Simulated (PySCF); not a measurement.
Level of theory: TPSSh-D3(BJ)/def2-TZVP // TPSS-D3(BJ)/def2-SVP (PySCF). All species are isolated molecules in the gas phase. One relaxed conformer stands for a flexible species; it need not be the lowest. 

Reference species: [W(F)4(OH)2] (neutral, multiplicity 1).

| Quantity | Result |
|---|---|
| HOMO | -9.63 eV |
| coordination number | 6 |

Changed species: [W(F)3(OH)3] (3 of 6 F replaced by OH; the reference has 2 of 6 F replaced by OH).

Question: What does the change do to the HOMO and coordination number?

Answer: the HOMO increases by 0.80 eV, to -8.83 eV; the coordination number hardly moves.
